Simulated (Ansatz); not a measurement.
The cluster K2H2. Total charge 0; quintet. Geometry r2SCAN-D4/def2-TZVP; atoms count from 1.

```xyz
4

K    -1.004    2.447    0.022
K     0.973   -2.460   -0.024
H     0.288    0.155   -4.171
H    -0.257   -0.142    4.174
```

In the quintet geometry the species has come apart into loosely held pieces. At PBE0-D4/def2-TZVP a singlet of charge 0 lies 4.63 eV below the quintet, each at its own geometry. The structure comes from a short search, and lower isomers may exist.

**Question.** Estimate the Mulliken populations from the PBE0/def2-TZVP orbitals of Ansatz.

**Answer.** 
```tsv
atom	charge (e)	spin (α − β)
K1	-0.01	1.01
K2	-0.01	1.01
H3	0.01	0.99
H4	0.01	0.99
```
Mulliken values depend strongly on the basis.

**Question.** Where does the spin sit?

**Answer.** Summed by element: K 2.01, H 1.99, of 4 unpaired in all. Largest on single atoms: K1 1.01, K2 1.01, H3 0.99.
